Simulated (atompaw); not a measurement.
## Reading a pseudo-wave (Se)

Columns: radius, all-electron u(r) and pseudo u(r) of the 3d shell (level -53.93 eV) of selenium in the configuration [Ne] 3s2 3p6 3d10 4s1.5 4p4.5; PBE, scalar-relativistic, PAW (atompaw) scheme, atompaw 4.2.0.5.

```csv
r (bohr),all-electron,pseudo
0.050,0.0447,0.0006
0.100,0.2160,0.0044
0.150,0.4590,0.0146
0.200,0.7052,0.0336
0.250,0.9147,0.0628
0.300,1.0721,0.1030
0.350,1.1766,0.1537
0.400,1.2336,0.2135
0.450,1.2516,0.2799
0.500,1.2398,0.3500
0.550,1.2065,0.4203
0.600,1.1582,0.4872
0.650,1.1004,0.5470
0.700,1.0370,0.5969
0.750,0.9709,0.6344
0.800,0.9043,0.6582
0.850,0.8387,0.6676
0.900,0.7751,0.6632
0.950,0.7143,0.6464
1.000,0.6566,0.6193
1.050,0.6023,0.5844
1.100,0.5517,0.5446
1.150,0.5045,0.5025
1.200,0.4608,0.4605
1.250,0.4205,0.4205
1.300,0.3834,0.3834
```

How many radial nodes do the two functions have?

The all-electron 3d function has n − l − 1 = 0; the pseudo-wave has 0.

Where does each function peak?

Outermost all-electron maximum near 0.45 bohr, pseudo maximum near 0.85 bohr (to the table’s step).

Is the pseudo-wave norm-conserving?

No, it belongs to a PAW set: the norm inside the radius is not constrained, and the difference is carried by the augmentation charge.
